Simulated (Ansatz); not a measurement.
Consider the substitution at a C–N bond: `CN([SiH3])P` + `[F][Al]([SiH3])[SH]` → `C[S][Al]([F])[SiH3]` + `[SiH3]NP`.

Computed with Ansatz on PBE0-D4/def2-TZVP structures; ΔE is electronic, products minus reactants. CBS: MP2 limit from def2 TZ/QZ plus the TZ coupled-cluster correction, frozen cores. DFT in def2-TZVPP. Each species was taken in one conformer, which may not be the lowest.

```tsv
level	ΔE (kJ/mol)
r2SCAN-D4	-21.2
PBE0-D4	-20.4
ωB97X-V	-18.4
ωB97M-V	-19.7
CCSD(T)/def2-TZVPP	-16.1
HF/def2-QZVPP	-20.1
SCS-MP2/def2-QZVPP	-19.7
MP2/CBS(def2)	-21.9
```

(1) What does CCSD(T)/CBS give? (Best estimate.)

Largest T1 diagnostic among the species: 0.013.

Answers

(1) Ansatz gave: -20.4 kJ/mol. The listed levels differ from it by -0.8, 0.0, 2.0, 0.7, 4.3, 0.3, 0.7, -1.5 kJ/mol.

CCSD(T)/CBS has its own doubt, a few kJ/mol and more with outer-core shells, so smaller differences from it don't rank the levels.
